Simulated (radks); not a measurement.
Ca V, 16 electrons, occupied as [Ne] 3p4 3d2 (not the ground configuration).

Calculated with a radial shooting solver on a logarithmic mesh with Libxc functionals: scalar-relativistic Kohn-Sham, MS2 meta-GGA, spin-polarised, spherical densities, finite nucleus; open shells are filled with parallel spins first; meta-GGA in the generalised Kohn-Sham scheme; Fermi nuclear charge, rms radius 3.4776 fm.

Energy parts (eV):
| part | energy |
|---|---|
| total | -18282.954 |
| kinetic | 18410.534 |
| electron-nucleus | -42510.222 |
| Hartree | 6751.811 |
| exchange-correlation | -935.078 |

Orbitals (lengths in bohr, moments of r in powers of bohr; r(90%) holds 90 % of the orbital's charge):
| orbital | occ. | eigenvalue (eV) | <r^4> | r(90%) | <1/r> | <r> |
|---|---|---|---|---|---|---|
| 1s up | 1 | -4030.205 | 0.0001619 | 0.137 | 19.76 | 0.07674 |
| 1s down | 1 | -4029.494 | 0.0001618 | 0.137 | 19.76 | 0.07673 |
| 2s up | 1 | -482.7950 | 0.04251 | 0.563 | 4.075 | 0.3618 |
| 2s down | 1 | -482.0137 | 0.04188 | 0.561 | 4.078 | 0.3611 |
| 2p up | 3 | -400.4052 | 0.03602 | 0.538 | 3.961 | 0.3264 |
| 2p down | 3 | -398.9512 | 0.03539 | 0.536 | 3.964 | 0.3258 |
| 3p up | 3 | -82.1471 | 3.703 | 1.72 | 1.184 | 1.145 |
| 3p down | 1 | -74.9158 | 4.114 | 1.77 | 1.162 | 1.168 |
| 3d up | 2 | -51.4810 | 6.565 | 1.99 | 0.9758 | 1.258 |
| 3d down | 0 | -45.2816 | 8.267 | 2.11 | 0.9457 | 1.316 |

The highest occupied level is 3d up at -51.481 eV. The density falls to 0.001 e/bohr^3 at r = 2.83 bohr. The electron density at the nucleus is 6136 e/bohr^3 (large components only).
